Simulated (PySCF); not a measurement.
A ladder of Hamiltonians for Ti²⁰⁺ (titanium, charge +20)

Occupied: 1s1/2. Hartree-Fock calculated with PySCF 2.14 in an even-tempered Gaussian basis (16 s from 1.6 bohr⁻², ratio 2.7; 11 p from 1.9 bohr⁻², ratio 2.7), Gaussian nucleus throughout. NR is non-relativistic, sf-X2C the spin-free one-electron X2C Hamiltonian, X2C adds the bare one-electron spin-orbit term, X2C-SNSO screens it by Boettger's factors, DC is four-component Dirac-Coulomb, and the Gaunt and Breit terms are added at first order (total energies over the DC spinors, levels after relaxing the spinors in that mean field). QED terms are absent. Levels marked empty are virtual spinors of this ion.

```tsv
Hamiltonian	E (hartree)
NR	-470.3569
sf-X2C	-473.3182
X2C	-473.3182
X2C-SNSO	-473.3182
DC	-473.3858
DC+Gaunt	-473.2490
DC+Breit	-473.2490
```

```csv
level (eV),NR,sf-X2C,X2C,X2C-SNSO,DC,DC+Gaunt,DC+Breit
1s1/2,-6215.5,-6253.2,-6253.2,-6253.2,-6255.0,-6251.3,-6251.3
2s1/2 (empty),-1414.7,-1425.4,-1425.4,-1425.4,-1425.6,-1425.2,-1425.2
2p1/2 (empty),-1375.6,-1379.9,-1385.7,-1385.5,-1385.3,-1384.6,-1384.7
2p3/2 (empty),-1375.6,-1379.9,-1377.1,-1377.2,-1377.3,-1376.9,-1377.0
3s1/2 (empty),-618.08,-621.81,-621.81,-621.81,-621.85,-621.75,-621.76
```

Task: How large are the two-electron picture-change error of X2C and the Breit correction in the total energy?

Result: X2C-1e lies 0.0676 hartree above Dirac-Coulomb; Gaunt adds 0.1368 and the full Breit term 0.1368 hartree.

```tsv
interval (eV)	X2C	X2C-SNSO	DC	DC+Gaunt	DC+Breit
2p3/2 − 2p1/2	8.670	8.273	8.019	7.674	7.674
```

Weight of the small component: 1s1/2 0.00630, 2s1/2 0.00141, 2p1/2 0.00139, 2p3/2 0.00138, 3s1/2 0.000614.

Koopmans' value for the highest occupied level at DC+Breit: 6251.3 eV, against an ionisation energy of 6249.0 eV (theoretical estimate listed by NIST; NIST Atomic Spectra Database, ionization energies); the former lacks relaxation, correlation, QED and recoil.

The whole ladder took 21 s of wall time on 1 thread of Intel(R) Xeon(R) 6975P-C (shared host), launched as `OMP_NUM_THREADS=1 python relrun2.py TASK.json OUT` (a driver that calls PySCF for each Hamiltonian).
